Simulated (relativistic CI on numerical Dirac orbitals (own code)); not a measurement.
**Cr+ in a cubic cluster: 2p photoemission with charge transfer**

Computed with a charge-transfer multiplet model of a cubic metal-ligand cluster with up to one ligand hole, Slater and spin-orbit integrals from Dirac-Coulomb-Breit ions, Slater integrals scaled by 0.8. The ground state mixes d5 with configurations of k ligand holes L, whose averages lie at kΔ + k(k − 1)U_dd/2; a core hole lowers each added d electron by U_cd. 20 K, Lorentzian 0.6 eV and Gaussian 0.8 eV FWHM.

Atomic integrals in eV (Slater integrals scaled, ζ unscaled), ground: F2dd 6.636, F4dd 4.082, zeta_d 0.022; with the core hole: F2dd 8.366, F4dd 5.204, zeta_d 0.040, zeta_core 5.624, F2cd 4.703, G1cd 3.430, G3cd 1.946.

Cluster parameters (eV): U_dd = 4.8, U_cd = 5.4, 10Dq = 0.9, 10Dq(ligand) = 1.1, V(eg) = 2.25, V(t2g) = -1.02, final-state hopping factor = 1.

| Case | n_d | d5 | d6L | S |
| --- | --- | --- | --- | --- |
| Δ = 5.7 eV | 5.15 | 0.85 | 0.15 | 2.50 |
| Δ = 6.7 eV | 5.12 | 0.88 | 0.12 | 2.50 |
| Δ = 9.7 eV | 5.08 | 0.92 | 0.08 | 2.50 |

Weights, n_d and S are thermal averages at 20 K. Binding energies count from the first peak over 30 % of the highest in each spectrum, which can be another peak from case to case. The parameters are a model scan and need not match a compound or its usual spin state. Peaks in eV (height, largest 100):
- Δ = 5.7 eV: 0.0 (100), 4.0 (17), 9.9 (52), 10.4 (52)
- Δ = 6.7 eV: 0.0 (100), 4.3 (17), 10.0 (52), 10.5 (53)
- Δ = 9.7 eV: 0.0 (100), 0.7 (92), 4.7 (18), 10.6 (53)

For the case Δ = 6.7 eV, Δ = 6.7 eV is larger than U_dd = 4.8 eV, the Mott-Hubbard side of the Zaanen-Sawatzky-Allen scheme. With the core hole the configuration with one ligand hole lies at Δ − U_cd = 0.3, 1.3, 4.3 eV from the one without, in the order of the table; where this is negative the screened configuration lies lower, though the effective hopping of about 3.6 eV (from the holes of the mixed ground state) mixes the two strongly wherever it is as large as the gap.

With at most 1 ligand hole the space is cut while the next configuration still counts, so covalency is underestimated, and a final configuration with one more ligand hole, which can lie low, is missing from the spectra.
